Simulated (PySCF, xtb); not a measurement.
W(Me)4 (C4H12W), SMILES [CH3][W]([CH3])([CH3])[CH3] (connectivity only; charge and spin as stated), neutral, multiplicity 3.

Harmonic wavenumbers (cm⁻¹) from xtb 6.7.1 with GFN2-xTB at its own minimum, in rising order: 100, 100, 100, 106, 113, 114, 123, 124, 124, 477, 498, 498, 498, 553, 553, 554, 632, 632, 633, 726, 726, 1260, 1260, 1260, 1263, 1451, 1451, 1451, 1458, 1458, 1458, 1459, 1459, 2899, 2899, 2900, 2900, 2910, 2910, 2910, 2922, 2922, 2922, 2922, 2923.

### Question
What does PBE0-D3(BJ)/def2-SVP run with PySCF give at its own minimum? (The exact figures need the calculation; the answer reports its results.)

### Answer
107, 107, 116, 116, 116, 175, 177, 177, 177, 514, 514, 514, 532, 532, 532, 555, 652, 652, 655, 655, 655, 1199, 1199, 1199, 1216, 1391, 1391, 1391, 1399, 1399, 1399, 1401, 1401, 2988, 2988, 2988, 2994, 3089, 3089, 3089, 3089, 3089, 3093, 3093, 3093. Paired by order, the mean absolute difference is 68 cm⁻¹ and the zero-point energies are 85.2 and 87.1 kcal/mol.
